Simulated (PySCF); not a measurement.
# Converging TlO in the basis (r²SCAN)

PySCF, UKS reference; doublet, unpaired electrons π ↑; De to Tl + O without counterpoise correction.

| basis | relativity | functions | Re (Å) | ωe (cm⁻¹) | De (eV) | μ (D) |
| --- | --- | --- | --- | --- | --- | --- |
| cc-pVDZ-PP/cc-pVDZ | scalar-relativistic core potentials | 37 | 2.197 | 472 | 3.20 | -3.03 |
| def2-SVPD | scalar-relativistic core potentials | 55 | 2.223 | 445 | 3.38 | -3.85 |
| x2c-TZVPPall | spin-free X2C | 114 | 2.174 | 461 | 3.42 | -3.43 |

Question: How does each smaller set differ from the one with most functions, x2c-TZVPPall?

Answer: cc-pVDZ-PP/cc-pVDZ: +2.3 pm, +2.4 % in ωe, -0.22 eV in De; def2-SVPD: +4.9 pm, -3.5 % in ωe, -0.04 eV in De. All at r²SCAN; the set with most functions is neither the basis-set limit nor always the best. The rows treat relativity differently, so the differences are not basis effects alone.

A positive dipole means Tl(−)O(+). These are scalar-relativistic numbers at best; spin–orbit coupling would shift them, the dissociation energy most. The state is the lowest determinant that a PBE0 search found; another state may lie lower at other levels.
